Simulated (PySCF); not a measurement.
Computed properties of C4H6ClF, SMILES C([C@@H](Cl)F)C=C

C4H6ClF, SMILES Cl[C@H](CC=C)F. Geometry: B3LYP-D3(BJ)/def2-SVP. The structure was generated by enumeration; whether it is a known compound was not checked. One conformer was computed; it need not be the lowest. All values are computed for the isolated molecule unless a solvent is named; none is compared with measurement here.

**Structure.** All 30 harmonic modes at B3LYP-D3(BJ)/def2-SVP (PySCF) are real, so it is a minimum. With heavy atoms numbered as in [CH2:1]=[CH:2][CH2:3][C@H:4]([F:5])[Cl:6], the shortest bond between them is C1–C2 at 1.335 Å and the longest C4–Cl6 at 1.804 Å.

**Vibrations.** The strongest infrared lines (harmonic, unscaled, degenerate partners summed) lie at 791 cm⁻¹ (98 km/mol, C 73 %, H 16 %, Cl 9 %), 1127 cm⁻¹ (77 km/mol, C 60 %, H 24 %, F 15 %), 1150 cm⁻¹ (45 km/mol, C 51 %, H 43 %). The softest mode is at 86 cm⁻¹ and the zero-point energy is 57.8 kcal/mol.

**Electronic structure.** ωB97X/def2-TZVP (PySCF) places the frontier levels at -10.29 and 1.81 eV, a gap of 12.10 eV, and gives a dipole moment of 2.12 D and a mean polarisability of 61.8 bohr³. PBE/def2-TZVP (PySCF) at the same geometry gives -6.75 and -1.42 eV, so its gap is 6.77 eV narrower. An orbital gap is neither the optical nor the fundamental gap.

**Excitations.** TDA-CAM-B3LYP/def2-SVPD (PySCF) has S1 at 7.27 eV (171 nm, f = 0.076, bright); the most intense of the 10 singlets computed lies at 7.82 eV (f = 0.38). T1 (TDA) is at 4.32 eV, 2.95 eV under S1. TDA-PBE/def2-SVPD (PySCF) puts S1 at 5.99 eV. No vertical singlet excitation falls in the visible range (under 3.1 eV).

**NMR.** GIAO shifts at PBE0/pcSseg-1 (PySCF) (non-relativistic, atoms alike by connectivity averaged): ¹³C from 51.5 to 143.8 ppm against TMS; ¹H from 2.9 to 6.4 ppm against TMS; ¹⁹F at -156.2 ppm against CFCl3. Without spin–orbit terms, shifts of atoms bonded to Cl or Br come out too high.

**Solvation.** SMD-PBE0/def2-SVP (PySCF) gives -0.6 kcal/mol in water, -4.9 kcal/mol in 2-propanol, -4.1 kcal/mol in toluene (1 M in both phases, gas-phase geometry); of these solvents 2-propanol holds the molecule best.
